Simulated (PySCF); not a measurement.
Shieldings and the share of exact exchange

Molecule: `CCC(B)=C`, C₄H₉B.

Atoms are numbered as in `[BH2:1][C:2](=[CH2:3])[CH2:4][CH3:5]`; H(Xn) means a hydrogen on atom n. Ha(C3) is cis to B1; Hb(C3) is trans to B1.

GIAO shieldings (ppm, equivalent atoms averaged) in PySCF 2.14 on the PBE0-D3(BJ)/def2-SVP geometry, basis pcSseg-1, gas phase, non-relativistic:

```csv
functional,exact exchange (%),σ(B1),σ(C4)
BLYP,0,17.0,136.4
BP86,0,20.2,142.0
PBE,0,18.3,142.1
B3LYP,20,21.4,142.3
mPW1PW91,25,25.2,148.1
BHandHLYP,50,28.4,149.6
HF,100,43.2,160.1
```

Q: Fit each shielding as a line in the percentage of exact exchange.

A: σ(B1) = 18.1 + 0.24 x (rms 1.4 ppm); σ(C4) = 140.3 + 0.20 x (rms 2.2 ppm). The functionals also differ in their semilocal parts, which the line can't hold; Hartree–Fock has no correlation at all.

Q: What does the line predict for PBE0 (25 %), and what does the run give?

A: σ(B1): 24.1 predicted, 24.3 computed; σ(C4): 145.3 predicted, 148.8 computed ppm.
